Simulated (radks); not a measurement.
Fractional charge and spin in the 5p shell of ytterbium: the spin-up occupation runs from 2 to 3 and the spin-down occupation from 2 to 3; the fullest corner is Yb3+, [Kr] 4d10 4f(up 6.5, down 6.5) 5s2 5p(up 3, down 3). Calculated with a radial shooting solver on a logarithmic mesh with Libxc functionals: scalar-relativistic Kohn-Sham, PBE, spin-polarised, spherical densities, finite nucleus; Fermi nuclear charge, rms radius of each element as measured or else 0.836 A^(1/3) + 0.57 fm. Energy (eV) above the fullest corner. The planes named below are the two flat planes that join the four corners, with an edge along up + down = one added electron.

down \ up,2,2.5,3
2,144.396,102.434,64.271
2.5,102.434,64.519,30.321
3,64.271,30.321,0.000

Corners above the fullest one (they belong to Yb4+ and the next ion): (up 3, down 2) 64.271 eV, (up 2, down 3) 64.271 eV, (up 2, down 2) 144.40 eV. With half an added electron in each spin the energy lies 0.248 eV from the planes, and with half an added electron in spin up alone -1.899 eV. The planes are only a guide here: the flat-plane condition holds for ground states with one frontier orbital, while this shell lies below other occupied shells, so the corners above the fullest one are inner-hole states and not the ground states of those ions.
